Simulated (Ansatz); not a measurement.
`O[SiH2][SiH]1CO1` + `O[SiH](S)[GeH3]` → `O[SiH2][SiH](O)S` + `[GeH3][SiH]1CO1`  (redistribution)

Program: Ansatz. Geometries: PBE0-D4/def2-TZVP. ΔE: electronic, gas phase. CCSD(T)/CBS adds triple-zeta CCSD(T) − MP2 to the extrapolated MP2 energy (def2 sets, frozen cores). DFT in def2-TZVPP. For Ge outer-core shells are correlated without core-valence functions, which leaves a few kJ/mol of doubt a bond. Scalar relativity is left out up to krypton. Each species was taken in one conformer, which may not be the lowest.

`O[SiH2][SiH]1CO1`:

Z-matrix (Å, degrees):
```
Si
Si 1 2.335
O 1 1.649 2 102.1
H 1 1.484 2 114.0 3 -117.2
H 1 1.490 2 111.2 3 120.2
O 2 1.689 1 105.8 3 -17.7
C 2 1.817 1 116.3 3 33.9
H 2 1.485 1 124.0 3 -155.0
H 3 0.963 1 114.2 2 23.8
H 7 1.088 2 122.0 1 12.6
H 7 1.088 2 120.8 1 170.7
```

`O[SiH](S)[GeH3]`:

Z-matrix (Å, degrees):
```
Si
S 1 2.125
Ge 1 2.383 2 110.6
O 1 1.649 2 109.2 3 -122.2
H 1 1.487 2 103.2 3 119.0
H 2 1.344 1 94.8 3 51.8
H 3 1.536 1 110.8 2 70.8
H 3 1.539 1 109.8 2 -49.3
H 3 1.542 1 111.3 2 -168.6
H 4 0.959 1 117.4 2 162.1
```

`O[SiH2][SiH](O)S`:

Cartesian coordinates in Å:
```
O -0.123 1.135 1.843
Si -0.776 -0.267 1.255
Si 0.129 -0.603 -0.882
O 1.742 -0.355 -0.606
S -0.677 0.757 -2.323
H 0.832 1.208 1.780
H -2.244 -0.060 1.211
H -0.480 -1.432 2.139
H -0.126 -1.922 -1.524
H 2.317 -0.294 -1.373
H -0.593 1.833 -1.520
```

`[GeH3][SiH]1CO1`:

Cartesian coordinates in Å:
```
Ge -0.629 0.898 -1.458
Si 0.643 0.234 0.427
C 0.154 -1.160 1.477
O 1.177 -1.350 0.446
H 0.281 1.120 -2.677
H -1.658 -0.193 -1.785
H -1.364 2.214 -1.155
H 1.607 1.236 0.947
H 0.542 -1.269 2.488
H -0.754 -1.729 1.290
```

| level | ΔE (kJ/mol) |
| --- | --- |
| r2SCAN-D4 | -3.0 |
| PBE0 | -4.9 |
| CCSD/def2-TZVPP | -6.3 |
| CCSD(T)/def2-TZVPP | -5.1 |

**Question.** What does CCSD(T)/CBS give? (Estimate.)

**Answer.** Ansatz gave: -5.0 kJ/mol. The listed levels differ from it by 2.0, 0.1, -1.3, -0.1 kJ/mol.

Largest T1 diagnostic among the species: 0.014.

In def2-TZVPP, CCSD(T) changes the Hartree–Fock value by +5.9 kJ/mol (the triples alone add +1.1 kJ/mol) and MP2 by +6.2 kJ/mol.
